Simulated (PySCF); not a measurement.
# Gd (gadolinium, neutral): UHF calculation

Configuration: [Xe] 4f7 5d2 6s1, high-spin 11F determinant (an excited configuration). Calculation: PySCF 2.14, in x2c-TZVPPall (11s7p7d4f2g, 113 functions); scalar relativity by spin-free X2C-1e.

```
Total energy                        : -11266.759978 hartree
One-electron energy                 : -15410.3120 hartree
Hartree (Coulomb) energy            : 4392.4677 hartree
Exchange energy                     : -248.9157 hartree
⟨S²⟩                                : 30.0046
⟨L²⟩                                : 12.054
Sum of ⟨r⟩                          : 43.98 bohr
Sum of ⟨r²⟩                         : 78.13 bohr²
Langevin diamagnetic susceptibility : -61.9 ×10⁻⁶ cm³/mol
```

| shell | electrons | mean orbital energy (eV) | spread (eV) | rms radius, mean of both spins (bohr) |
| --- | --- | --- | --- | --- |
| 1s α | 1 | -50490.1 | 0 | 0.0249 |
| 1s β | 1 | -50490.0 | 0 | 0.0249 |
| 2s α | 1 | -8454.7 | 0 | 0.101 |
| 2s β | 1 | -8454.4 | 0 | 0.101 |
| 2p α | 3 | -7529.4 | 0 | 0.0907 |
| 2p β | 3 | -7529.2 | 0 | 0.0907 |
| 3s α | 1 | -1925.2 | 0 | 0.260 |
| 3s β | 1 | -1920.6 | 0 | 0.260 |
| 3p α | 3 | -1631.8 | 0 | 0.261 |
| 3p β | 3 | -1626.6 | 0 | 0.261 |
| 3d α | 5 | -1237.6 | 0.119 | 0.239 |
| 3d β | 5 | -1231.9 | 0.039 | 0.239 |
| 4s α | 1 | -414.65 | 0 | 0.588 |
| 4s β | 1 | -402.35 | 0 | 0.588 |
| 4p α | 3 | -315.58 | 0 | 0.624 |
| 4p β | 3 | -301.98 | 0 | 0.624 |
| 4d α | 5 | -175.10 | 0.300 | 0.687 |
| 4d β | 5 | -157.39 | 0.116 | 0.687 |
| 5s α | 1 | -61.108 | 0 | 1.45 |
| 5s β | 1 | -55.506 | 0 | 1.45 |
| 5p α | 3 | -34.262 | 0 | 1.70 |
| 5p β | 3 | -29.033 | 0 | 1.70 |
| 4f α | 7 | -20.546 | 0.039 | 0.932 |
| 5d α | 2 | -5.488 | 0 | 3.16 |
| 6s α | 1 | -5.442 | 0 | 4.65 |

Spin-orbit coupling, absent here, splits the open shell strongly.

Densities and radii are taken from the X2C orbitals without a picture-change correction, which distorts them close to the nucleus.

Spin-orbit constants ζ (cm⁻¹) from the X2C one-electron operator on these orbitals: bare nucleus, nucleus screened by l(l+1)(2l+1)/3 electrons, and screened by the Breit-Pauli mean field of the electrons.

```csv
shell,bare,screened nucleus,mean field
2p,3606000,3493000,n/a
3p,747100,723700,n/a
3d,116600,98340,n/a
4p,163800,158600,n/a
4d,21540,18170,n/a
4f,3065,1724,n/a
5p,20900,20250,n/a
5d,951.7,803.0,n/a
```

To first order the Landé constant is A = 80.30 cm⁻¹, so the lowest level has J = 2 and lies 0.179 eV below the centre of the term. This holds in LS coupling only.
